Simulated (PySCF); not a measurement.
## Two-component Hartree-Fock for Ne (neon, neutral)

Start: [Ne]. Calculated with PySCF 2.14 in x2c-TZVPPall-2c with one added diffuse shell each of s, p, d type (6s4p3d1f, 40 functions): generalised Hartree-Fock with the X2C-1e Hamiltonian and a Gaussian nucleus; spin-orbit coupling (SO) screened by Boettger's factors.

```tsv
spinor shell	electrons	ε, screened SO (eV)	weight of nominal j (screened SO)	rms radius, screened SO (bohr)
1s1/2	2	-892.90	1.000	0.183
2s1/2	2	-52.676	1.000	0.982
2p1/2	2	-23.215	1.000	1.11
```

Question: Where does 2p3/2 lie, and what is the 2p spin-orbit splitting (screened SO)?

Answer: At -23.089 eV, 0.126 eV above 2p1/2.

```tsv
quantity	screened SO
E (hartree)	-128.67920
M_J	0
⟨J²⟩	0.000
⟨L²⟩	0.000
⟨S²⟩	0.000
```
